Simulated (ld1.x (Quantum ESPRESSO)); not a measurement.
# What one change does to a pseudopotential (bismuth, TM)

```
Element                 : Bi (Z = 83)
Generator               : ld1.x (Quantum ESPRESSO) 7.5
Type                    : norm-conserving Troullier–Martins (Kleinman–Bylander form)
Functional              : PBE
Relativity              : scalar-relativistic
Frozen core             : [Xe] 4f14
Valence charge          : 15
Reference configuration : 5d10 6s2 6p3
Partial waves           : 6s (bound): rc 1.70 bohr; 6p (bound): rc 2.20 bohr; 5d (bound): rc 1.90 bohr
Local potential         : the d channel
Core correction         : none
```

All-electron outer shells of the reference configuration (PBE, scalar-relativistic, ld1.x):

```
shell  level (eV)  outermost node (bohr)  outermost maximum (bohr)
   4f     -152.59                      –                      0.34
   5p      -95.86                   0.48                      0.86
   5d      -27.08                   0.51                      1.03
   6s      -14.48                   0.98                      1.88
   6p       -4.57                   1.14                      2.44
```

Change: fully relativistic.

Cutoffs: the cutoffs (Ry, on a coarse ladder) from which the occupation-weighted sum of valence levels, in a spherical-Bessel basis at the reference potential, stays within 10 and 1 mRy of its value at 400 Ry; they do not see the model core or the augmentation charge, which bear on the density cutoff. Errors are all-electron minus pseudo energies relative to the spin-unpolarised reference configuration.

What does the change do?

The potential gets neither clearly harder nor softer (55 Ry and 90 Ry → 55 Ry and 90 Ry); both files keep a bound ghost (p, s); the miss of the reference levels goes from 0.00 to 1.83 eV; the number of tests that count goes from 6 to 1. In the changed file the local d channel has no projectors, so it cannot carry the spin–orbit splitting, and the file is wrong for that shell.

| quantity | base | changed |
| --- | --- | --- |
| cutoff, loose | 55 Ry | 55 Ry |
| cutoff, tight | 90 Ry | 90 Ry |
| loose cutoff by channel (10 mRy a level) | s 25 Ry, p 25 Ry, d 45 Ry | s 25 Ry, p 8 Ry, d 45 Ry |
| bound ghosts | s, p | s, p3/2, p1/2 |
| largest miss of a reference level, eV | 0.00 | 1.83 |
| tests counted (converged, no solver errors) | 6 of 7 | 1 of 7 |
| error for 5d10 6s2 6p0, meV [ΔE 46.50 → 47.05 eV] | -13 | +10 |
| s: phases at 2.40 bohr within 0.05 rad from the reference energy up to (Ry; the scan ends near 5) | 3.2 | 3.2 |

Base: Tests not counted: 5d9 6s2 6p3 (pseudo-atom not self-consistent, printed error -1558 eV). Changed file: Tests not counted: 5d10 6s2 6p2 (solver errors, printed error -1.8 eV); 5d10 6s2 6p1 (solver errors, printed error +986 meV); 5d10 6s0 6p5 (pseudo-atom not self-consistent, printed error -1501 eV); 5d10 6s1 6p4 (solver errors, printed error -1558 eV); 5d10 6s1 6p3 (pseudo-atom not self-consistent, printed error -1484 eV); 5d9 6s2 6p3 (solver errors, printed error -105 eV). A true bound ghost makes a file unfit for plane-wave use even where its test errors are small: the radial tests pick states by their node count and pass the ghost by. Where a test does run into it, the solver fails or the error is huge.
